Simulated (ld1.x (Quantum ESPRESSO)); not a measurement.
## What one change does to a pseudopotential (iodine (I), TM semilocal)

ld1.x (Quantum ESPRESSO) 7.5 input, shortened:

```
&input
   title='I', zed=53., rel=1, dft='PBE', iswitch=3,
   config='[Kr] 4d10 5s2 5p5'
 /
 &inputp
   pseudotype=1, tm=.true., lloc=2,
   nlcc=.false.
 /
3
5S  1  0   2.00   0.00  1.55  1.55  0.0
5P  2  1   5.00   0.00  2.00  2.00  0.0
4D  3  2  10.00   0.00  1.25  1.25  0.0
 &test
   configts(1)='4d10 5s2 5p5'
 /
```

Change: all radii scaled by about 0.88 (s 1.36, p 1.76, d 1.10 bohr).

Cutoffs: the cutoffs (Ry, on a coarse ladder) from which the occupation-weighted sum of valence levels, in a spherical-Bessel basis at the reference potential, stays within 10 and 1 mRy of its value at 400 Ry; they do not see the model core or the augmentation charge, which bear on the density cutoff. Errors are all-electron minus pseudo energies relative to the spin-unpolarised reference configuration.

Problem. What does the change do?

Solution. The potential gets neither clearly harder nor softer (120 Ry and 180 Ry → 120 Ry and 200 Ry); the d channel sets the loose cutoff, while the largest relative change is in s, which becomes harder; of the 7 tests that both files solve, the error grows in 4 and shrinks in 2 by more than 15 % and 0.3 meV (median size 3.1 → 7.7 meV); neither file shows a bound ghost. A semilocal file is local in each channel, so a ghost entry of none says nothing of the separable form that plane-wave codes build from it.

| quantity | base | changed |
| --- | --- | --- |
| cutoff, loose | 120 Ry | 120 Ry |
| cutoff, tight | 180 Ry | 200 Ry |
| loose cutoff by channel (10 mRy a level) | s 30 Ry, p 15 Ry, d 100 Ry | s 45 Ry, p 12 Ry, d 100 Ry |
| bound ghosts | none | none |
| error for 4d10 5s2 5p4, meV [ΔE 11.13 eV] | -1.0 | 0.0 |
| error for 4d10 5s2 5p3, meV [ΔE 30.98 eV] | +3.1 | +7.7 |
| error for 4d10 5s2 5p2, meV [ΔE 60.31 eV] | +17 | +29 |
| error for 4d10 5s1 5p5, meV [ΔE 22.11 eV] | +2.5 | +5.0 |
| error for 4d10 5s2 5p1, meV [ΔE 99.73 eV] | +48 | +70 |
| error for 4d9 5s2 5p6, meV [ΔE 45.86 eV] | -306 | -133 |
| error for 4d10 5s2 5p5.3, meV [ΔE -1.78 eV] | +0.6 | +0.6 |
